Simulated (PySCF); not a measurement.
C2H5S, SMILES [CH2]SC, multiplicity 2. Atoms are numbered in the order given.

```xyz
8

C      1.4290     0.0624    -0.2922
S     -0.0163    -0.3079     0.5313
C     -1.2591     0.4057    -0.5730
H      2.3540    -0.3049     0.1449
H      1.4469     0.7872    -1.1031
H     -1.0952     1.4859    -0.6847
H     -1.2242    -0.0847    -1.5546
H     -2.2393     0.2340    -0.1117
```
Charge 0, spin multiplicity 2.

The structure is a stationary point at PBE-D3(BJ)/def2-TZVP. The isomer is the one that the SMILES or the coordinates give; other isomers of the formula were not compared.

The numbers are results of PBE0/pcH-1 (PySCF), not measurements.

Unrestricted Kohn–Sham, ⟨S²⟩ = 0.755. Hyperfine tensors hold the contact and dipolar terms, without spin-orbit corrections.

Problem. Estimate the hyperfine couplings. (The exact figures need the calculation; the answer reports its results.)

Solution. 
```csv
nucleus,A(iso) (MHz),A(iso) (G),dipolar principal values (MHz)
13C no. 1,90.7,32.3,"-69.0, -68.2, 137.2"
33S no. 2,7.1,2.5,"-26.5, -21.2, 47.8"
13C no. 3,-3.3,-1.2,"-1.2, -0.3, 1.5"
1H no. 4,-59.2,-21.1,"-32.4, -1.0, 33.4"
1H no. 5,-56.3,-20.1,"-32.5, -0.4, 32.9"
1H no. 6,14.2,5.1,"-2.9, -1.9, 4.8"
1H no. 7,16.3,5.8,"-3.0, -2.0, 5.0"
1H no. 8,-1.9,-0.7,"-2.4, -1.7, 4.1"
```

Problem. And the g tensor (effective nuclear charges for spin-orbit coupling, GIAO)? (An estimate is asked for; the answer gives what the named calculation found.)

Solution. principal values 2.0020, 2.0047, 2.0086; isotropic 2.0051.
